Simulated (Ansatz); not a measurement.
`C[N](C)[AlH][Cl]` → `[AlH2][Cl]` + `C=NC` at 700 K and 1 bar (β-hydride elimination).

Gas-phase electronic energies from Ansatz, PBE0-D4/def2-TZVP geometries. CCSD(T)/CBS adds triple-zeta CCSD(T) − MP2 to the extrapolated MP2 energy (def2 sets, frozen cores). This one scheme is used for every species. One conformer a species, not always the lowest.

```
           species  CCSD(T)/CBS energy (Eh)  H − E (kJ/mol)  S (J/(mol·K))
`C[N](C)[AlH][Cl]`               -836.90351           321.3          478.1
      `[AlH2][Cl]`               -703.04476            73.9          303.9
            `C=NC`               -133.77870           225.1          327.9
```

H − E and S are ideal-gas, rigid-rotor, harmonic terms from PBE0-D4/def2-TZVP, for one conformer and one mirror image of each species. 1 Eh = 2625.50 kJ/mol, R = 8.31446 J/(mol·K).

Task: By hand: ΔE, ΔH, ΔS and ΔG.

Result: ΔE = (-703.04476) + (-133.77870) − (-836.90351) = 0.08005 Eh = 210.2 kJ/mol. Δ(H − E) = 73.9 + 225.1 − 321.3 = -22.3, so ΔH = 187.9 kJ/mol. ΔS = 303.9 + 327.9 − 478.1 = 153.7 J/(mol·K). ΔG = 187.9 − 700 × (153.7)/1000 = 80.3 kJ/mol.

Task: By hand: the equilibrium constant, and the temperature at which ΔG would vanish if ΔH and ΔS stayed fixed.

Result: log₁₀ K = −ΔG/(RT ln 10) = -6.0. ΔG = 0 at ΔH/ΔS = 1223 K.

The number of gas molecules changes by +1, which sets the sign of ΔS. A doubt of 5 kJ/mol in ΔE shifts log₁₀ K by 0.4 here. Other conformers and mirror images would add mixing entropy, several J/(mol·K) or more a flexible species. These are equilibria of isolated gas molecules and say nothing of rates. Largest T1 diagnostic: 0.011 (customary marks: 0.02 for closed shells, 0.045 for open ones).
